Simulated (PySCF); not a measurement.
C3H6FNSi, SMILES F[Si@H]1C=CCN1. Heavy atoms are numbered as in [F:1][Si@H:2]1[CH:3]=[CH:4][CH2:5][NH:6]1. Hydrogens are named by the atom that carries them.

The structure is a stationary point at PBE0-D3(BJ)/def2-SVP. The structure was generated by enumeration; whether it is a known compound was not checked. Other conformers were not sampled.

Calculation: PySCF with PBE/def2-TZVP.

ESP charges are fitted to the potential on shells at 1.4 to 2.0 van der Waals radii. Atomic charges (e), one atom of each kind:

| atom | ESP fit | Mulliken |
|---|---|---|
| F1 | -0.28 | -0.30 |
| Si2 (SiH) | 0.64 | 0.52 |
| C3 (CH) | -0.37 | -0.22 |
| C4 (CH) | -0.05 | -0.17 |
| C5 (CH2) | -0.05 | -0.01 |
| N6 (NH) | -0.58 | -0.39 |
| H on Si2 | -0.12 | -0.06 |
| H on C3 | 0.17 | 0.12 |
| H on C4 | 0.11 | 0.11 |
| H on C5 | 0.10 | 0.10 |
| H on N6 | 0.34 | 0.20 |

Computed Mayer and Wiberg (Löwdin basis) orders of the bonds:
| bond | Mayer | Wiberg |
|---|---|---|
| F1–Si2 | 1.13 | 1.69 |
| Si2–C3 | 1.00 | 1.09 |
| C3–C4 | 1.90 | 2.02 |
| C4–C5 | 1.04 | 1.23 |
| Si2–N6 | 1.18 | 1.39 |
| C5–N6 | 1.06 | 1.36 |
